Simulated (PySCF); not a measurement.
C6H7FN2.
SMILES with atom numbers: `[NH2:1][CH2:2][c:3]1[cH:4][cH:5][c:6]([F:7])[n:8][cH:9]1`

Cartesian coordinates in Å at the GFN2-xTB level; atoms count from 1:
```xyz
16
C6H7FN2 angstrom
N     -2.551    0.104   -0.384
C     -1.650   -0.524    0.571
C     -0.192   -0.293    0.254
C      0.449    0.887    0.628
C      1.765    1.100    0.264
C      2.378    0.097   -0.475
F      3.654    0.253   -0.852
N      1.801   -1.019   -0.849
C      0.542   -1.208   -0.492
H     -2.393    1.106   -0.415
H     -2.389   -0.263   -1.316
H     -1.866   -1.595    0.574
H     -1.885   -0.118    1.559
H     -0.081    1.631    1.207
H      2.304    1.993    0.534
H      0.106   -2.143   -0.819
```

Definitions: NICS(0) = −σiso at the ring centroid; NICS(1) = −σiso and NICS(1)zz = −σzz at ±1 Å along the ring normal z. Level: GIAO PBE0/pcSseg-1 (PySCF, non-relativistic, gas phase) on the GFN2-xTB geometry, one conformer.

Ring bond lengths (Å), with Mayer bond orders in brackets: C3–C4 1.394 (1.36), C4–C5 1.382 (1.43), C5–C6 1.388 (1.38), C6–N8 1.311 (1.49), N8–C9 1.323 (1.46), C9–C3 1.390 (1.38).

Question: Give the NICS values of each ring in ppm.

Answer: 
| ring | type | NICS(0) | NICS(1), two faces | NICS(1)zz, two faces | rms pucker (Å) | centre to ring atoms, mean (Å) |
| --- | --- | --- | --- | --- | --- | --- |
| C3–C4–C5–C6–N8–C9 | 6-membered ring with N; formal bonds all aromatic | -8.9 | -10.9 / -11.2 | -26.4 / -27.3 | 0.00 | 1.36 |

Question: What do they say, and how far can they be read as aromaticity?

Answer: 
- C3–C4–C5–C6–N8–C9: mean NICS(1)zz -26.8 ppm, shielded, aromatic by this magnetic criterion (flat ring, no four-coordinate atom).

Question: How equal are the bonds by HOMA? HOMA = 1 − mean of α(R − Ropt)² over the ring bonds, with Krygowski's 1993 parameters (CC: Ropt 1.388 Å, α 257.7 Å⁻²; CN: Ropt 1.334 Å, α 93.52 Å⁻²).

Answer: 
- C3–C4–C5–C6–N8–C9: HOMA 0.99; the largest term is that of C6–N8, α(R − Ropt)² = 0.05. The geometric and the magnetic index point the same way.

Question: List the ring angles and the Hirshfeld charges of the ring atoms.

Answer: 
- C3–C4–C5–C6–N8–C9: C3 117.3° (-0.013 e), C4 119.8° (-0.031 e), C5 116.7° (-0.067 e), C6 125.0° (+0.142 e), N8 117.6° (-0.175 e), C9 123.6° (+0.018 e); sum 720.0° against 720° for a flat convex ring.
